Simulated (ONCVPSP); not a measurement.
What one change does to a pseudopotential (In, ONCV)

indium, optimised norm-conserving Vanderbilt (ONCV), made with ONCVPSP 4.0.1 (PBEsol, scalar-relativistic). Core [Kr], reference 4d10 5s2 (charge +1). Waves: 5s: rc 2.00 bohr, ncon 4, nbas 7, qcut 2.9 1/bohr, 3 projectors, debl 1 Ha; p scattering state at 0.2 Ha: rc 2.15 bohr, ncon 4, nbas 8, qcut 4 1/bohr, 1 projector; 4d: rc 1.35 bohr, ncon 4, nbas 9, qcut 13.3 1/bohr, local. Local part: the d channel. Core correction: Teter function fitted to the true core (icmod 2), fcfact 0.2.

In the p channel the program set the typed energies aside and used 0.050 Ha.

All-electron outer shells of the reference configuration (PBEsol, scalar-relativistic, ld1.x):

```
shell  level (eV)  outermost node (bohr)  outermost maximum (bohr)
   4p      -85.52                   0.42                      0.82
   4d      -26.07                   0.40                      0.94
   5s      -14.98                   1.02                      2.11
```

Change: all radii but the core radius scaled by about 1.17 (s 2.34, p 2.52, d 1.58 bohr).

Cutoffs: the cutoffs (Ha) at which the residual kinetic energy of the hardest occupied pseudo-wave falls to 1 and 0.1 mHa per electron; they do not see the model core or the augmentation charge, which bear on the density cutoff. Errors are all-electron minus pseudo energies relative to the spin-unpolarised reference configuration.

Task: How do hardness, ghosts and transferability respond?

Result: The potential gets softer (45 Ha and 55 Ha → 41 Ha and 49 Ha); both files keep a bound ghost (p, s); of the 4 tests that both files solve, the error grows in 0 and shrinks in 1 by more than 15 % and 0.3 meV (median size 25.6 → 19.9 meV). A larger radius leaves more room for a smooth pseudo-wave, so fewer plane waves are needed.

```csv
quantity,base,changed
"cutoff, loose",45 Ha,41 Ha
"cutoff, tight",55 Ha,49 Ha
loose cutoff by channel,"s 9.5 Ha, d 45 Ha","s 8.7 Ha, d 41 Ha"
bound ghosts,"s, p","s, p"
GHOST(+) flags under 300 eV,s at 260.1 eV,none
"error for 4d10 5s2 5p1, meV [ΔE -5.36 eV]",+17,+15
"error for 4d10 5s1, meV [ΔE 19.28 eV]",-8.6,-8.9
"error for 4d10 5s0, meV [ΔE 47.55 eV]",-34,-39
"error for 4d10 5s0 5p3, meV [ΔE 6.65 eV]",+35,+25
"rms error of d²Exc/dni dnj with the model core, mHa",2.74,2.76
```

 A true bound ghost makes a file unfit for plane-wave use even where its test errors are small: the radial tests pick states by their node count and pass the ghost by.
